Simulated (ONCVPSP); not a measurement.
**krypton (Kr): ONCV pseudisation with LDA (Perdew-Zunger), scalar-relativistic reference atom.**

- Element: krypton
- Generator: ONCVPSP 4.0.1
- Type: optimised norm-conserving Vanderbilt (ONCV)
- Functional: LDA (Perdew-Zunger)
- Relativity: scalar-relativistic
- Frozen core: [Ne] 3s2
- Valence charge: 24
- Reference configuration: 3p6 3d10 4s2 4p5.5 (charge +0.5)
- Partial waves: 4s: rc 1.35 bohr, ncon 3, nbas 7, qcut 5.2 1/bohr, 2 projectors, debl 1.6 Ha; 3p+4p: rc 0.85 bohr, ncon 4, nbas 7, qcut 12.8 1/bohr, 2 projectors; 3d: rc 1.00 bohr, ncon 4, nbas 9, qcut 13.1 1/bohr, 2 projectors, debl 1.2 Ha
- Local potential: polynomial inside 0.65 bohr (lpopt 4, dvloc0 6 Ha)
- Core correction: polynomial model core, fcfact 0.25

In the d channel the program set the typed energies aside and used -3.213, 0.250 Ha.

(1) Estimate the cutoffs (Ha) at which the residual kinetic energy of the hardest occupied pseudo-wave falls to 1 and 0.1 mHa per electron.

(2) Does the potential have ghost states?

(3) Which valence shell sets the plane-wave cutoff?

Results:

(1) 101 Ha and 302 Ha.

(2) Ghosts flagged at negative energy: s at -34.8 eV; no localised positive-energy state flagged. A true bound ghost makes a file unfit for plane-wave use.

(3) 3d: 101 Ha for 1 mHa per electron, against 76 Ha for 3p.

Its largest configuration-test error is -1.2 meV (3p6 3d10 4s2 4p4). 1 of 4 tests not solved or not reliable.
